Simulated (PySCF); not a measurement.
# C₆ coefficients of unlike pairs at PBE

Calculated with PySCF 2.14 from the dipole response of each species, C₆(A,B) = (3/π) ∫ α_A(iu) α_B(iu) du, in atomic units, from isotropic polarisabilities. For ions this is the dispersion term alone; charge-induced terms of lower order in 1/R come first.

```json
{"species": "Ge²⁺", "configuration": "[Ar] 3d10 4s2 (1S)", "basis": "aug-cc-pVTZ-PP with ECP10MDF (6s5p4d2f)", "relativity": "core potential", "α (bohr³)": "10.23", "C₆ (like pair)": "37.78"}
{"species": "Tc⁺", "configuration": "[Kr] 4d5 5s1 (7S)", "basis": "aug-cc-pwCVDZ-PP with ECP28MDF (6s6p5d3f)", "relativity": "core potential", "α (bohr³)": "33.47", "C₆ (like pair)": "247.3"}
{"species": "Ru⁺", "configuration": "[Kr] 4d7 (4F)", "basis": "def2-TZVPPD with the def2 core potential (28 electrons) (6s4p3d2f1g)", "relativity": "core potential", "α (bohr³)": "13.01", "C₆ (like pair)": "68.25"}
{"species": "Ti⁺", "configuration": "[Ar] 3d2 4s1 (4F)", "basis": "def2-TZVPPD (6s6p4d2f1g)", "relativity": "none", "α (bohr³)": "47.83", "C₆ (like pair)": "300.2"}
```

(1) Estimate C₆ for Ru⁺ with Ge²⁺.

No spin-orbit coupling is included.

The other pairs:

| pair | C₆ |
| --- | --- |
| Ti⁺, Tc⁺ | 264.3 |
| Ru⁺, Tc⁺ | 124.7 |
| Ti⁺, Ge²⁺ | 97.69 |
| Tc⁺, Ge²⁺ | 95.25 |
| Ti⁺, Ru⁺ | 125.2 |

Answers

(1) The integral gives 49.49. The combination rule 2 C_A C_B / (C_A α_B/α_A + C_B α_A/α_B) gives 50.70 and the geometric mean 50.78.
